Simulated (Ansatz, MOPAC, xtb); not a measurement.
Pair of molecules: BiClH2 (SMILES [Cl][BiH2]) (first 4 atoms) with HF (SMILES F); geometry from B3LYP-D3(BJ)/def2-TZVP.
(charge 0, multiplicity 1):
```json
[
 {"atom": "Cl", "x (Å)": "1.8430", "y (Å)": "-0.7569", "z (Å)": "1.4460"},
 {"atom": "Bi", "x (Å)": "0.2613", "y (Å)": "0.5801", "z (Å)": "0.0195"},
 {"atom": "H", "x (Å)": "-0.5686", "y (Å)": "-0.8841", "z (Å)": "-0.6133"},
 {"atom": "H", "x (Å)": "1.3825", "y (Å)": "0.5393", "z (Å)": "-1.3942"},
 {"atom": "F", "x (Å)": "-0.7697", "y (Å)": "-0.6073", "z (Å)": "2.9593"},
 {"atom": "H", "x (Å)": "0.1210", "y (Å)": "-0.8289", "z (Å)": "2.7559"}
]
```

Counterpoise-corrected where a basis set is named; no monomer relaxation.

The state reached by PM7 isn't checked; PM7 holds dispersion and hydrogen-bond terms.

Run with Ansatz (a quantum-chemistry and plane-wave program); MOPAC for PM7 (differences of heats of formation); xtb for the GFN methods.  In def2 rows elements past Kr take small-core potentials, without spin–orbit coupling.

Problem. One of these levels gives -37.6 kJ/mol for the interaction energy. Which one is it?
(A) GFN2-xTB
(B) PM7
(C) BLYP/def2-TZVPPD
(D) GFN1-xTB

Solution. D, GFN1-xTB. The others give -8.3 (PM7), -30.1 (GFN2-xTB), -20.4 (BLYP/def2-TZVPPD)
